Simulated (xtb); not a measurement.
Te(OMe)(SMe) (C2H6OSTe), SMILES CO[Te]SC. All values are semi-empirical tight-binding results from xtb (GFN2-xTB unless named), good for trends rather than for accurate numbers. Geometry: GFN2-xTB. The structure was generated by enumeration, and PubChem lists no compound with its InChIKey, so it may never have been made. One conformer was computed; it need not be the lowest.

The orbital gap comes out as 3.63 eV and the zero-point energy is 49.0 kcal/mol. The G − E(el) at 298.15 K (modified RRHO) comes out as 27.1 kcal/mol, the static polarisability (D4 model) comes out as 90.9 bohr³ and the solvation energy, GFN2-xTB/ALPB(water) comes out as -2.6 kcal/mol. The solvation energy, GFN2-xTB/ALPB(octanol) is -6.4 kcal/mol.
